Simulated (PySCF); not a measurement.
Si(Cl)(H)(SiH3)2, SMILES [SiH3][SiH]([SiH3])Cl (CAM-B3LYP/def2-SVP optimised geometry):

```
11

Si     1.171    -0.004     0.000
Si    -1.174    -0.004     0.000
Si     2.117     1.164    -1.799
Cl     1.794     0.948     1.757
H      1.685    -1.401     0.033
H     -1.677    -0.695    -1.221
H     -1.685    -0.706     1.208
H     -1.666     1.401     0.000
H      3.601     1.168    -1.682
H      1.726     0.514    -3.082
H      1.617     2.566    -1.794
```

Computed with CAM-B3LYP/def2-TZVP (PySCF).

### Question
What are the frontier orbital energies and the dipole moment?

### Answer
HOMO-2 -11.06 eV, HOMO-1 -9.87 eV, HOMO -9.09 eV, LUMO 0.20 eV, LUMO+1 0.72 eV; dipole moment 1.47 D.

On the same geometry PBE/def2-TZVP (PySCF 2.14.0) gives HOMO-2 -8.30 eV, HOMO-1 -7.29 eV, HOMO -6.74 eV, LUMO -1.77 eV, LUMO+1 -1.18 eV; dipole moment 1.28 D.

Meta-Löwdin charges at CAM-B3LYP/def2-TZVP: Si1 0.37, Si2 0.25, Si3 0.25, Cl4 -0.32, H5 -0.08, H6 -0.08, H7 -0.07, H8 -0.08, H9 -0.07, H10 -0.08, H11 -0.08.
